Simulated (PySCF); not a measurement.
# Fractional electron number in Rh(2+) (rhodium, charge +2)

The 4d beta orbital of [Kr] 4d7 is emptied in steps (occupation f), with all orbitals relaxed, ending at [Kr] 4d6. Calculation: PySCF 2.14, in x2c-TZVPall (8s6p6d1f, 63 functions); scalar relativity by spin-free X2C-1e. The exact energy is a straight line in f; departures are measured from the line between the end points of the same method.

Task: Among UHF, LDA, PBE, which shows the largest delocalisation error (convex curve), and which is closest to linear?

Result: Most convex: LDA (-1.661 eV at f = 0.5); closest to linear: UHF (0.370 eV).

```
  f  UHF (eV)  LDA (eV)  PBE (eV)
  1     0.000     0.000     0.000
0.9     0.141    -0.592    -0.577
0.7     0.319    -1.389    -1.352
0.5     0.370    -1.661    -1.614
0.3     0.303    -1.401    -1.359
0.1     0.127    -0.603    -0.583
  0     0.000     0.000     0.000
```

| method | E(f=0) − E(f=1) (eV) | −ε at f=1 (eV) | −ε at f=0.5 (eV) |
| --- | --- | --- | --- |
| UHF | 29.341 | 30.927 | 29.292 |
| LDA | 31.542 | 24.984 | 31.505 |
| PBE | 31.276 | 24.875 | 31.254 |

Reference removal energy between the ground levels: 31.06 eV (semi-empirical (NIST evaluation); NIST Atomic Spectra Database, ionization energies). The calculation has no spin-orbit coupling. The determinant left behind need not be the lowest term of the ion. UHF lacks correlation.
